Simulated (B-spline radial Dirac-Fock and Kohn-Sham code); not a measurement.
Se²⁺ 4s: cross section and angular parameters

System: the Se²⁺ ion, [Ar] 3d10 4s2 4p2; threshold 42.00 eV (orbital energy of the model). These are calculated numbers from a radial B-spline solver; the model is Dirac-Hartree-Slater photoionisation with a Latter tail; cross sections with all multipoles, angular parameters from the dipole term and its interference with E2.

For linearly polarised light dσ/dΩ = σ/(4π) [1 + β P₂(cos θ) + (δ + γ cos²θ) sin θ cos φ], with θ from the polarisation vector and φ the angle between the beam and the projection of the electron momentum on the plane normal to the polarisation.

```tsv
hν (eV)	σ (kb)	β	γ
74.9	196	1.992	0.105
80	185	1.992	0.116
100	153	1.994	0.166
104	148	1.994	0.177
128	118	1.995	0.213
138	107	1.996	0.223
150	96.1	1.996	0.231
211	58.9	1.997	0.237
384	23.9	1.997	0.171
400	22.5	1.998	0.164
471	17.4	1.998	0.133
499	15.9	1.998	0.120
583	12.4	1.998	0.085
723	8.71	1.998	0.035
930	5.67	1.998	-0.019
972	5.25	1.998	-0.027
986	5.12	1.998	-0.030
1230	3.46	1.998	-0.061
1253.6	3.35	1.998	-0.063
1750	1.81	1.998	-0.065
1830	1.66	1.998	-0.060
2220	?	?	?
4000	0.350	1.999	0.255
4110	0.330	1.999	0.274
9251.7	0.0545	1.998	1.119
9310	0.0537	1.998	1.128
9480	0.0515	1.998	1.152
11000	0.0362	1.998	1.364
12000	0.0294	1.998	1.497
13400	0.0224	1.998	1.674
```

Question: Give the values at 2220 eV.

Answer: σ = 1.15 kb, β = 1.999, γ = -0.025. For an s subshell δ is negligible.
